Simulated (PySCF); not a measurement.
Ligand exchange on a metal centre used in film growth or etching (Ta Cl-NH2). Gas-phase values, no solvent. One relaxed conformer stands for each flexible species; it need not be the lowest.

Method: PBE-D3(BJ)/def2-TZVP // r2SCAN-D4/def2-SVP in PySCF. All candidates: neutral, multiplicity 1. 

- HOMO–LUMO gap: 3.39 eV
- HOMO: -7.83 eV
- LUMO: -4.45 eV

Question: Name which member has these values.
A. [Ta(Cl)3(NH2)2]
B. [Ta(Cl)5]
C. [Ta(NH2)5]
D. [Ta(Cl)2(NH2)3]

Answer: B, [Ta(Cl)5]. The others give [Ta(NH2)5]: 3.86 eV, -5.06 eV, -1.20 eV; [Ta(Cl)2(NH2)3]: 2.98 eV, -6.15 eV, -3.17 eV; [Ta(Cl)3(NH2)2]: 3.36 eV, -6.94 eV, -3.58 eV
